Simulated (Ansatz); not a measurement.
Relaxation of C$_{3}$H$_{7}$NSi (12 atoms, charge 0, multiplicity 1), to a largest force component of 0.02 eV/Å in at most 50 steps.

These are results of RKS BHLYP/6-31G* in Ansatz 0.2.0, not measurements.

```xyz
12
Properties=species:S:1:pos:R:3:forces:R:3
C -1.171 1.877 1.707 -2.67 3.62 2.88
C -0.666 0.854 1.205 3.26 -3.05 0.92
C -0.139 -0.204 0.697 2.26 -3.27 0.44
N 0.232 -0.279 -0.631 -1.87 2.00 -0.24
Si 0.969 -1.433 -1.578 1.10 -1.12 0.38
H -0.617 2.728 2.124 -0.09 -0.09 -0.77
H -1.467 1.236 0.572 -2.25 2.25 -1.71
H 0.186 -1.045 1.324 -0.45 0.48 -0.35
H -0.031 0.590 -1.086 0.37 -0.44 -0.21
H 0.699 -2.775 -0.991 0.10 0.14 -0.24
H 2.403 -1.115 -1.493 0.38 -0.48 -0.43
H 0.484 -1.290 -2.930 -0.14 -0.05 -0.67
```

**Question.** Where does it end, and by what steps?

**Answer.** It converged. After 16 steps the energy has fallen by 4.558 eV; H7 moved furthest, 1.62 Å. Parted: C2–H7.

```tsv
step	energy less start (eV)	largest force component (eV/Å)	accepted
0	0.0000	3.619	yes
1	-0.8150	2.246	yes
2	-1.1570	1.273	yes
3	-1.2880	1.590	yes
4	-1.6678	2.190	yes
5	-2.2490	2.935	yes
6	-2.8565	3.569	yes
7	-3.5924	2.705	yes
8	-4.0152	2.454	yes
9	-4.4048	0.695	yes
10	-4.5082	0.336	yes
11	-4.5312	0.295	yes
12	-4.5358	0.403	yes
13	-4.5545	0.204	yes
14	-4.5521	0.264	no
15	-4.5570	0.093	yes
16	-4.5578	0.016	yes
```

```xyz
12
Properties=species:S:1:pos:R:3
C -1.158 1.893 1.670
C -0.641 0.859 1.079
C -0.131 -0.189 0.493
N 0.146 -0.320 -0.871
Si 1.154 -1.534 -1.582
H -0.543 2.673 2.098
H -2.228 2.023 1.764
H 0.088 -1.067 1.084
H -0.099 0.489 -1.413
H 0.793 -2.844 -1.006
H 2.606 -1.341 -1.364
H 0.893 -1.499 -3.032
```

Run time: 48 s on 2 threads of Arm Neoverse V1, on a shared host, peak memory 0.19 GiB.
